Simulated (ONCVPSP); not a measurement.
# How hard is this P (Z = 15) ONCV potential?

* Element: P
* Generator: ONCVPSP 4.0.1
* Type: optimised norm-conserving Vanderbilt (ONCV)
* Functional: PBEsol
* Relativity: scalar-relativistic
* Frozen core: [Ne]
* Valence charge: 5
* Reference configuration: 3s2 3p3
* Partial waves: 3s: rc 1.40 bohr, ncon 3, nbas 6, qcut 4.6 1/bohr, 2 projectors, debl 3.8 Ha; 3p: rc 1.80 bohr, ncon 4, nbas 8, qcut 4.5 1/bohr, 1 projector; d scattering state at 0.07 Ha: rc 1.70 bohr, ncon 5, nbas 8, qcut 5 1/bohr, 2 projectors, debl 1.4 Ha
* Local potential: polynomial inside 1.15 bohr (lpopt 3, dvloc0 -1 Ha)
* Core correction: Teter function, fcfact 4.5, rcfact 1.6

Problem. For each optimised wave give the share of its norm inside rc, the residual kinetic energy above qcut (Ha) and the cutoffs (Ha) for errors of 10, 1, 0.1 and 0.01 mHa per electron.

Solution.

```tsv
wave	norm inside rc	residual KE	10 mHa	1 mHa	0.1 mHa	0.01 mHa
3s	0.258	6.6e-04	6.9	10.0	21.9	42.0
s projector 2	0.097	8.6e-03	10.5	22.6	70.2	not reached
3p	0.326	9.8e-05	3.0	4.4	10.1	50.5
d projector 1	0.014	2.7e-04	2.7	8.7	16.4	63.0
d projector 2	0.294	3.3e-02	15.5	24.4	57.3	96.3
```

The occupied waves need 10 Ha and 22 Ha for 1 and 0.1 mHa.
